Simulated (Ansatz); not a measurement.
Two isomers of C3H11NO3Ti: A = `CC(C)[NH][Ti]([OH])([OH])[OH]`, B = `CC[N](C)[Ti]([OH])([OH])[OH]`.

Computed with Ansatz on PBE0-D4/def2-TZVP structures; ΔE is electronic, products minus reactants. CCSD(T)/CBS adds triple-zeta CCSD(T) − MP2 to the extrapolated MP2 energy (def2 sets, frozen cores). Functionals use def2-TZVPP. For Ti outer-core shells are correlated without core-valence functions, which leaves a few kJ/mol of doubt a bond. Scalar relativity is left out up to krypton. One conformer a species, not always the lowest.

A:

Z-matrix (Å, degrees):
```
Ti
N 1 1.879
O 1 1.806 2 104.8
O 1 1.810 2 110.8 3 122.0
O 1 1.812 2 110.3 3 -118.5
H 1 2.469 2 22.1 3 -12.2
C 2 1.450 1 134.7 3 -166.8
H 3 0.957 1 131.1 2 115.1
H 4 0.958 1 128.1 2 128.2
H 5 0.957 1 130.5 2 4.4
C 7 1.518 2 110.5 1 -3.0
C 7 1.523 2 110.7 1 -126.5
H 7 1.101 2 108.9 1 115.0
H 11 1.092 7 110.5 2 179.2
H 11 1.091 7 111.1 2 58.7
H 11 1.095 7 110.5 2 -61.5
H 12 1.094 7 110.3 2 62.6
H 12 1.093 7 111.0 2 -177.2
H 12 1.093 7 111.1 2 -57.1
```

B:

Z-matrix (Å, degrees):
```
Ti
C 1 2.830
O 1 1.806 2 135.5
O 1 1.817 2 106.1 3 137.4
N 1 1.880 2 27.4 3 38.1
O 1 1.815 2 83.3 3 -114.0
C 1 3.042 2 48.0 3 39.0
H 2 1.099 1 125.6 3 39.2
H 2 1.092 1 74.5 3 139.7
H 2 1.099 1 123.6 3 -118.5
H 3 0.958 1 129.1 2 137.6
H 4 0.957 1 129.0 2 -29.6
H 6 0.957 1 129.6 2 154.7
C 7 1.514 1 86.9 2 176.7
H 7 1.102 1 122.1 2 65.8
H 7 1.102 1 120.8 2 -72.6
H 14 1.091 7 111.4 1 60.0
H 14 1.094 7 111.1 1 -60.5
H 14 1.092 7 109.8 1 -179.7
```

Task: Which isomer does CCSD(T)/CBS put lower? Give the gap. (Estimate.)

Result: The calculation gave: A, by 35.4 kJ/mol.

Task: Give E(B) − E(A) in kJ/mol with BLYP-D4, CCSD/def2-TZVPP, CCSD(T)/def2-TZVPP, MP2/def2-TZVPP, PBE0-D4, LDA (SPW92), r2SCAN-D4. (Estimate.)

Result: Ansatz gave: BLYP-D4 28.4, CCSD/def2-TZVPP 37.0, CCSD(T)/def2-TZVPP 34.5, MP2/def2-TZVPP 34.7, PBE0-D4 33.5, LDA (SPW92) 29.7, r2SCAN-D4 33.3. None reverses the order clearly.

Largest T1 diagnostic: 0.022.

At CCSD(T), def2-SVP lies −5.8 kJ/mol from the extrapolated value and def2-TZVPP −0.9 kJ/mol. In def2-TZVPP, CCSD(T) changes the Hartree–Fock value by −6.8 kJ/mol (the triples alone add −2.5 kJ/mol) and MP2 by −6.6 kJ/mol.
